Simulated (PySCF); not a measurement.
**HTaO + NH₃ → H₂TaN + H₂O**

Level: PBE0 in the def2-TZVP basis family, computed in PySCF with density fitting; scalar-relativistic core potentials for atoms from Rb on, none lighter, no spin–orbit coupling; open shells unrestricted.

| species | state and structure | E (Eh) | ZPE (kJ/mol) | H(298 K) − H(0) (kJ/mol) | S° (J/(mol K)) |
| --- | --- | --- | --- | --- | --- |
| HTaO | triplet, Cs, Ta–H 1.776 Å, Ta–O 1.695 Å; H–Ta–O 103.7° | -132.73722 | 20.5 | 10.5 | 271.0 |
| NH₃ | singlet, C3v, N–H 1.013 Å (×3); H–N–H 107.1° (×3) | -56.51312 | 90.6 | 10.0 | 192.4 |
| H₂TaN | singlet, Cs, Ta–H 1.774 Å (×2), Ta–N 1.679 Å; H–Ta–H 104.5°, H–Ta–N 98.4° (×2) | -112.81314 | 39.8 | 11.2 | 267.3 |
| H₂O | singlet, C2v, O–H 0.960 Å (×2); H–O–H 105.1° | -76.37736 | 56.5 | 9.9 | 188.7 |

(1) What is the electronic reaction energy?

(2) Add zero-point, thermal and entropy terms for 298.15 K and 1 bar.

Results:

(1) At PBE0/def2-TZVP, ΔE = 157.1 kJ/mol from the differences of the total energies times 2625.5, uphill. 

(2) ΔZPE = -14.8 and Δ[H(298) − H(0)] = 0.6 kJ/mol give ΔH° = 142.9 kJ/mol. ΔS° = -7.4 J/(mol K), so ΔG° = 142.9 − 298.15 × (-0.0074) = 145 kJ/mol and log₁₀K = -25.4.

Spin–orbit coupling can matter for HTaO, H₂TaN and is left out. Open d or f shells are single determinants, so the state found may not be the ground state. The structures come from searches over a few start shapes, so lower isomers are not excluded.
